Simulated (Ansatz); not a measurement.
Steps of a relaxation of `O[Si](O)(Cl)[GeH2][Cl]` with RKS PBE0-D4/def2-TZVP.

```sh
$ ansatz run in.yaml --threads 2 --pin off --events-out ev --progress --plain --max-ram 32768MiB --backend cuda --devices 0, --max-vram 18GiB
```

```yaml
crystal:
  periodic: [false, false, false]
  atoms:
    - {symbol: O, position_ang: [-0.089660, 0.902650, -1.723490]}
    - {symbol: Si, position_ang: [-0.623550, 0.032980, -0.479270]}
    - {symbol: O, position_ang: [-0.806280, -1.489030, -1.010750]}
    - {symbol: Cl, position_ang: [-2.406160, 0.705590, 0.203780]}
    - {symbol: Ge, position_ang: [1.074440, 0.338500, 1.086690]}
    - {symbol: Cl, position_ang: [0.902660, -0.997570, 2.711600]}
    - {symbol: H, position_ang: [-0.501440, 0.853240, -2.584830]}
    - {symbol: H, position_ang: [-1.151630, -2.180940, -0.452880]}
    - {symbol: H, position_ang: [2.472100, 0.114880, 0.539120]}
    - {symbol: H, position_ang: [1.129520, 1.719700, 1.710030]}
basis:
  gaussian: {orbitals: def2-TZVP}
hamiltonian: {xc: pbe0, dispersion: d4}
relax: {f_tol: 0.005, max_steps: 150}
```

Positions (Å) and forces (eV/Å) along the path, 13 of 15 steps:

```xyz
10
step=1 energy=-93586.1890 eV
O    -0.090    0.903   -1.723    0.242    0.397   -0.285
Si   -0.624    0.033   -0.479    0.030   -0.380   -0.256
O    -0.806   -1.489   -1.011    0.127   -0.171   -0.179
Cl   -2.406    0.706    0.204   -0.487    0.196    0.273
Ge    1.074    0.339    1.087    0.500    0.636   -0.176
Cl    0.903   -0.998    2.712   -0.235   -0.737    0.738
H    -0.501    0.853   -2.585   -0.109   -0.025   -0.122
H    -1.152   -2.181   -0.453   -0.132   -0.110    0.183
H     2.472    0.115    0.539    0.262   -0.200   -0.306
H     1.130    1.720    1.710   -0.199    0.393    0.129
10
step=2 energy=-93586.2812 eV
O    -0.097    0.911   -1.774    0.120    0.205   -0.137
Si   -0.585    0.042   -0.501   -0.121   -0.158    0.156
O    -0.770   -1.495   -1.000    0.057   -0.133   -0.109
Cl   -2.375    0.722    0.248   -0.054    0.010    0.017
Ge    1.114    0.359    1.125    0.046    0.108   -0.187
Cl    0.840   -1.060    2.740   -0.024    0.043   -0.084
H    -0.544    0.857   -2.620   -0.054   -0.039    0.024
H    -1.126   -2.171   -0.423   -0.053    0.044    0.092
H     2.479    0.061    0.476    0.009    0.024    0.176
H     1.063    1.773    1.731    0.075   -0.106    0.052
10
step=3 energy=-93586.2974 eV
O    -0.104    0.910   -1.770    0.051    0.132   -0.124
Si   -0.595    0.033   -0.500   -0.008   -0.011    0.091
O    -0.770   -1.507   -0.996    0.045   -0.075   -0.037
Cl   -2.393    0.710    0.245    0.063   -0.044   -0.001
Ge    1.131    0.379    1.103   -0.018    0.025   -0.089
Cl    0.806   -1.057    2.695   -0.014   -0.008   -0.005
H    -0.551    0.856   -2.617   -0.055   -0.030    0.015
H    -1.143   -2.175   -0.420   -0.037    0.059    0.068
H     2.521    0.077    0.514   -0.045    0.012    0.074
H     1.098    1.775    1.746    0.018   -0.058    0.008
10
step=4 energy=-93586.3084 eV
O    -0.128    0.914   -1.809    0.037    0.029   -0.003
Si   -0.577    0.043   -0.514   -0.033    0.041   -0.080
O    -0.748   -1.508   -0.979    0.052   -0.060   -0.020
Cl   -2.373    0.705    0.249    0.050   -0.023    0.022
Ge    1.141    0.388    1.095    0.006   -0.012   -0.009
Cl    0.754   -1.075    2.654   -0.011    0.008   -0.024
H    -0.604    0.849   -2.639   -0.037   -0.036    0.057
H    -1.130   -2.159   -0.387   -0.010    0.079    0.043
H     2.549    0.079    0.557   -0.043    0.002    0.022
H     1.117    1.765    1.773   -0.012   -0.026   -0.007
10
step=5 energy=-93586.3140 eV
O    -0.153    0.916   -1.858   -0.044   -0.062    0.048
Si   -0.555    0.065   -0.530    0.028    0.017   -0.161
O    -0.701   -1.507   -0.940   -0.017   -0.019   -0.032
Cl   -2.337    0.708    0.274    0.003    0.000   -0.002
Ge    1.151    0.400    1.084   -0.018   -0.051    0.004
Cl    0.652   -1.121    2.562    0.040    0.068   -0.022
H    -0.666    0.831   -2.666    0.013   -0.026    0.115
H    -1.090   -2.128   -0.320    0.030    0.102    0.007
H     2.572    0.080    0.595   -0.021   -0.013    0.012
H     1.126    1.756    1.800   -0.014   -0.015    0.032
10
step=6 energy=-93586.3156 eV
O    -0.156    0.916   -1.868   -0.002   -0.041    0.056
Si   -0.551    0.065   -0.541   -0.028    0.001   -0.098
O    -0.703   -1.506   -0.951    0.001   -0.017   -0.040
Cl   -2.330    0.709    0.270    0.002    0.002   -0.003
Ge    1.149    0.395    1.080    0.022   -0.038    0.099
Cl    0.670   -1.102    2.588    0.002    0.025   -0.062
H    -0.681    0.834   -2.669    0.001   -0.023    0.076
H    -1.087   -2.122   -0.324    0.017    0.070    0.015
H     2.572    0.068    0.601   -0.016    0.011   -0.007
H     1.117    1.743    1.814   -0.001    0.010   -0.036
10
step=7 energy=-93586.3176 eV
O    -0.136    0.898   -1.879   -0.035   -0.018    0.021
Si   -0.548    0.065   -0.546    0.041   -0.084   -0.093
O    -0.716   -1.510   -0.948    0.007    0.103    0.066
Cl   -2.323    0.735    0.245   -0.038    0.017    0.017
Ge    1.147    0.392    1.081    0.014    0.005    0.034
Cl    0.664   -1.139    2.548    0.008    0.003   -0.003
H    -0.703    0.834   -2.651    0.013    0.013   -0.016
H    -1.058   -2.100   -0.272    0.002   -0.018   -0.014
H     2.573    0.090    0.599   -0.007   -0.003    0.003
H     1.099    1.734    1.824   -0.005   -0.019   -0.015
10
step=8 energy=-93586.3174 eV rejected
O    -0.139    0.895   -1.888   -0.015   -0.011    0.018
Si   -0.547    0.066   -0.552    0.111   -0.039    0.027
O    -0.718   -1.509   -0.946    0.004    0.064    0.041
Cl   -2.319    0.742    0.241   -0.048    0.018    0.018
Ge    1.151    0.392    1.087   -0.069   -0.003   -0.069
Cl    0.668   -1.148    2.545    0.007    0.000    0.002
H    -0.709    0.828   -2.657    0.006    0.014   -0.029
H    -1.059   -2.095   -0.267    0.001   -0.024   -0.009
H     2.578    0.097    0.604    0.005   -0.006    0.007
H     1.095    1.731    1.834   -0.002   -0.013   -0.005
10
step=9 energy=-93586.3182 eV
O    -0.140    0.900   -1.880   -0.015   -0.011    0.016
Si   -0.548    0.066   -0.547    0.024   -0.024   -0.028
O    -0.713   -1.507   -0.945   -0.003    0.031    0.022
Cl   -2.324    0.736    0.246   -0.011    0.007    0.005
Ge    1.147    0.391    1.082   -0.004    0.001   -0.001
Cl    0.667   -1.140    2.551    0.002    0.003   -0.002
H    -0.701    0.833   -2.656    0.005    0.007   -0.009
H    -1.059   -2.101   -0.274    0.002   -0.009   -0.005
H     2.573    0.088    0.601   -0.001    0.000    0.001
H     1.098    1.734    1.823    0.000   -0.004    0.001
10
step=11 energy=-93586.3183 eV
O    -0.140    0.897   -1.882   -0.001   -0.003   -0.008
Si   -0.549    0.067   -0.549    0.002    0.009    0.015
O    -0.718   -1.507   -0.938   -0.006   -0.007   -0.004
Cl   -2.324    0.748    0.243    0.005   -0.003   -0.003
Ge    1.146    0.390    1.081    0.000    0.004   -0.002
Cl    0.671   -1.149    2.542   -0.002   -0.003    0.002
H    -0.698    0.834   -2.661    0.000    0.002    0.001
H    -1.051   -2.102   -0.263    0.002    0.002   -0.001
H     2.573    0.094    0.599   -0.001    0.001   -0.001
H     1.091    1.729    1.829    0.001    0.000    0.001
10
step=12 energy=-93586.3184 eV
O    -0.138    0.891   -1.887    0.006    0.005    0.004
Si   -0.549    0.068   -0.550   -0.004   -0.007   -0.005
O    -0.722   -1.507   -0.935    0.003    0.005   -0.001
Cl   -2.323    0.755    0.237    0.000    0.001    0.002
Ge    1.145    0.391    1.081    0.000   -0.007    0.006
Cl    0.670   -1.156    2.536    0.002    0.008   -0.008
H    -0.703    0.837   -2.661   -0.003   -0.001   -0.003
H    -1.043   -2.103   -0.254   -0.002   -0.002    0.005
H     2.573    0.098    0.599   -0.002    0.000    0.000
H     1.089    1.726    1.834   -0.001   -0.001    0.001
10
step=14 energy=-93586.3184 eV
O    -0.137    0.888   -1.890    0.000    0.002   -0.002
Si   -0.550    0.069   -0.551    0.000    0.000    0.002
O    -0.724   -1.507   -0.931   -0.003   -0.005    0.002
Cl   -2.322    0.762    0.235    0.001    0.000   -0.002
Ge    1.144    0.391    1.080    0.003    0.001    0.000
Cl    0.673   -1.163    2.528   -0.002   -0.002    0.003
H    -0.703    0.836   -2.664   -0.001   -0.001    0.002
H    -1.039   -2.101   -0.246    0.002    0.005   -0.003
H     2.573    0.102    0.599   -0.001    0.001   -0.002
H     1.085    1.723    1.839   -0.001   -0.001    0.000
10
step=15 energy=-93586.3184 eV
O    -0.137    0.888   -1.890    0.001    0.002   -0.001
Si   -0.550    0.069   -0.551    0.000   -0.001    0.000
O    -0.724   -1.507   -0.930   -0.002   -0.004    0.002
Cl   -2.322    0.763    0.234    0.001    0.000    0.000
Ge    1.144    0.390    1.080    0.000    0.003   -0.001
Cl    0.673   -1.163    2.528    0.000   -0.001    0.001
H    -0.703    0.836   -2.664    0.000   -0.001    0.002
H    -1.039   -2.101   -0.245    0.001    0.004   -0.003
H     2.573    0.103    0.598    0.000   -0.001    0.000
H     1.084    1.722    1.839    0.000   -0.001    0.001
```

It took 49 s on 2 threads of an AMD EPYC 7R13 on a shared host and a share of an NVIDIA H100 80 GB, with 0.95 GiB of host memory at the peak.
